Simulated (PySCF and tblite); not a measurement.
The numbers below are computed, except where a source is named.
C4H6F4, numbered as in [F:1][CH2:2][CH2:3][CH2:4][C:5]([F:6])([F:7])[F:8]. Search: ETKDG and KDG, MMFF94s, GFN2-xTB, 90 starts; geometries at GFN2-xTB. Energies: PBE0-D3(BJ)/pcSseg-1, with GFN2-xTB thermal terms (plain harmonic). Symmetry numbers and mirror images are counted. Conformers within 1.5 kcal/mol (GFN2-xTB free energy) were kept, 5 at most. GIAO shieldings: PBE0/pcSseg-1. Shifts are against TMS (¹H), TMS (¹³C), CFCl3 (¹⁹F) at the same level. Programs: PySCF with density fitting and tblite.

Torsions listed: F1–C2–C3–C4, C2–C3–C4–C5. Of a mirror pair one member is shown.

| conformer | shape | point group | mirror pair | ΔE(DFT) | Δ(G−E) at 400 K | δ C4 (ppm) |
| --- | --- | --- | --- | --- | --- | --- |
| 1 | -62°, 180° | C1 | yes | 0.00 | 0.00 | 36.0 |
| 2 | 64°, 82° | C1 | yes | 0.40 | 0.22 | 31.9 |
| 3 | 180°, 180° | Cs | no | 1.33 | -0.21 | 33.3 |
| 4 | -168°, -65° | C1 | yes | 1.55 | -0.03 | 34.7 |

Energies in kcal/mol; the thermal term leaves out symmetry numbers and mirror images.

(1) Work out the weights at 400 K and the ¹³C shift of C4 under fast exchange.

Results:

(1) RT = 0.795 kcal/mol. Each conformer gets RT ln(σ/g), with σ the rotational symmetry number and g = 2 for a mirror pair: 1: σ = 1, g = 2, G = 0.00 + 0.00 − 0.55 = -0.55, 0.00 above the lowest, exp(−ΔG/RT) = 1.000; 2: σ = 1, g = 2, G = 0.40 + 0.22 − 0.55 = 0.07, 0.63 above the lowest, exp(−ΔG/RT) = 0.455; 3: σ = 1, g = 1, G = 1.33 − 0.21 + 0.00 = 1.12, 1.67 above the lowest, exp(−ΔG/RT) = 0.122; 4: σ = 1, g = 2, G = 1.55 − 0.03 − 0.55 = 0.97, 1.53 above the lowest, exp(−ΔG/RT) = 0.147. The sum is 1.724, so the weights are 58.0, 26.4, 7.1, 8.5 %. The averaged shift is 34.6 ppm. At 298.15 K it is 34.8 ppm. At 298.15 K the leading conformer alone gives 36.0 ppm and bare DFT energies give 34.5 ppm.


Conformer gaps in pcSseg-1 on xTB geometries can be 2 kcal/mol off for S=O, P=O and other polar bonds.